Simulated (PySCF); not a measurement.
# Correlation energy of Te³³⁺ (tellurium, charge +33)

[Ar] 3d1, 2D determinant. Computed with PySCF 2.14 in an uncontracted even-tempered set (18 s from 5 bohr⁻², ratio 2.5; 12 p from 6.5 bohr⁻², ratio 2.5; 8 d from 6.5 bohr⁻², ratio 2.5; 4 f from 23 bohr⁻², ratio 2.7; 3 g from 34 bohr⁻², ratio 2.7), with scalar relativity by spin-free X2C-1e. Frozen: [Ne]; 9 electrons correlated; the 30 highest virtual orbitals of each spin left out.

| level | correlation energy (mhartree) |
| --- | --- |
| CCSD | -488.42 |
| (T) | -3.53 |
| CCSD(T) | -491.95 |

Diagnostics: T1 = 0.00046, D1 = 0.0008, largest double amplitude 0.033.

Spin-orbit coupling, absent here, splits the open shell strongly.

Cost of the coupled-cluster step: 160 s of wall time on 1 thread of Neoverse-V1 (shared host), for 9 correlated electrons.

Iterations:

```
CC2 = 0
CCSD nocc = (np.int64(5), np.int64(4)), nmo = (114, 114)
frozen orbitals [[0, 1, 2, 3, 4, 119, 120, 121, 122, 123, 124, 125, 126, 127, 128, 129, 130, 131, 132, 133, 134, 135, 136, 137, 138, 139, 140, 141, 142, 143, 144, 145, 146, 147, 148], [0, 1, 2, 3, 4, 119, 120, 121, 122, 123, 124, 125, 126, 127, 128, 129, 130, 131, 132, 133, 134, 135, 136, 137, 138, 139, 140, 141, 142, 143, 144, 145, 146, 147, 148]]
max_cycle = 100
direct = 0
conv_tol = 1e-08
conv_tol_normt = 1e-06
diis_space = 8
diis_start_cycle = 0
Init t2, MP2 energy = -0.451791716678505
Init E_corr(UCCSD) = -0.451791716678578
cycle = 1  E_corr(UCCSD) = -0.482427972864389  dE = -0.0306362562  norm(t1,t2) = 0.0142636
cycle = 2  E_corr(UCCSD) = -0.48727863726235  dE = -0.0048506644  norm(t1,t2) = 0.00293571
cycle = 3  E_corr(UCCSD) = -0.48844324649801  dE = -0.00116460924  norm(t1,t2) = 0.000726428
cycle = 4  E_corr(UCCSD) = -0.488419506238197  dE = 2.37402598e-05  norm(t1,t2) = 6.03828e-05
cycle = 5  E_corr(UCCSD) = -0.488419982089532  dE = -4.75851335e-07  norm(t1,t2) = 3.00222e-06
cycle = 6  E_corr(UCCSD) = -0.488419970433663  dE = 1.16558688e-08  norm(t1,t2) = 3.44229e-07
cycle = 7  E_corr(UCCSD) = -0.488419964280449  dE = 6.15321405e-09  norm(t1,t2) = 3.3461e-08
UCCSD converged
E(UCCSD) = -5984.554459026132  E_corr = -0.4884199642804494
UCCSD(T) correction = -0.00353371780037132
```

At this charge the one-electron X2C treatment keeps the bare 1/r₁₂, with no two-electron picture change or Breit term. The effect here is smaller than on the frozen 1s shell; and a scalar Hamiltonian misses the large spin-orbit splitting of the p shells, which matters for ns² → np² pairs.
